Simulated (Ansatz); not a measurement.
`N=C(O)[O][InH2]` + `CNC` → `C[N](C)[InH2]` + `N=C(O)O`  (ligand exchange at the In–O bond)

Program: Ansatz. Geometries: PBE0-D4/def2-TZVP. ΔE: electronic, gas phase. CBS: MP2 limit from def2 TZ/QZ plus the TZ coupled-cluster correction, frozen cores. DFT in def2-TZVPP. HSE06 is defined as in plane-wave codes. def2 core potentials past Kr. For In outer-core shells are correlated without core-valence functions, which leaves a few kJ/mol of doubt a bond. One conformer a species, not always the lowest.

`N=C(O)[O][InH2]`:

Z-matrix (Å, degrees):
```
C
O 1 1.344
O 1 1.316 2 109.8
N 1 1.274 2 119.0 3 180.0
H 2 0.965 1 105.2 3 -179.9
In 3 2.022 1 126.7 2 -179.0
H 4 1.013 1 112.5 2 -180.0
H 6 1.696 3 106.7 1 -179.9
H 6 1.702 3 114.0 1 0.1
```

`CNC`:

Cartesian coordinates in Å:
```
C 0.751 0.077 -0.943
N -0.089 -0.702 -0.064
C -0.603 0.068 1.045
H 1.068 -0.531 -1.793
H 1.653 0.388 -0.406
H 0.269 0.991 -1.332
H -0.855 -1.103 -0.588
H 0.225 0.378 1.689
H -1.275 -0.547 1.647
H -1.145 0.981 0.744
```

`C[N](C)[InH2]`:

```xyz
12

C     0.591    0.045    1.294
N     0.007    0.017   -0.020
C    -0.955   -1.041   -0.169
In    0.482    1.318   -1.489
H     1.319    0.856    1.383
H    -0.170    0.193    2.077
H     1.111   -0.897    1.531
H    -1.786   -0.943    0.549
H    -1.385   -1.044   -1.173
H    -0.504   -2.031    0.004
H     1.658    2.476   -1.036
H    -0.368    1.052   -2.950
```

`N=C(O)O`:

Cartesian coordinates in Å:
```
N -0.726 0.543 -0.682
C -0.020 -0.086 0.157
O -0.546 -0.614 1.259
O 1.294 -0.354 0.153
H -0.199 0.892 -1.473
H -1.487 -0.403 1.227
H 1.685 0.023 -0.640
```

```tsv
level	ΔE (kJ/mol)	difference from CCSD(T)/CBS
LDA (SPW92)	21.4	-15.4
r2SCANh-D4	38.2	1.4
ωB97X-V	41.9	5.1
revPBE	36.8	0.0
PBE0	37.7	0.9
r2SCAN0	40.3	3.5
HSE06	37.4	0.6
BHLYP	48.0	11.2
CAM-B3LYP	43.1	6.3
CCSD/def2-SVP	35.1	-1.7
CCSD(T)/CBS	36.8	0
```

Largest T1 diagnostic among the species: 0.017.

From PBE to PBE0 (25 % exact exchange), in def2-TZVPP and without D4, ΔE moves by +4.2 kJ/mol. Leaving LDA and LC-ωPBE aside and taking each functional with its dispersion term where it has one, the values, not all of them listed here, spread over 13.5 kJ/mol, from PBE-D4 to BHLYP-D4. LDA lies −12.1 kJ/mol from PBE without D4. At CCSD(T), def2-SVP lies −5.1 kJ/mol from the extrapolated value and def2-TZVPP −2.6 kJ/mol.
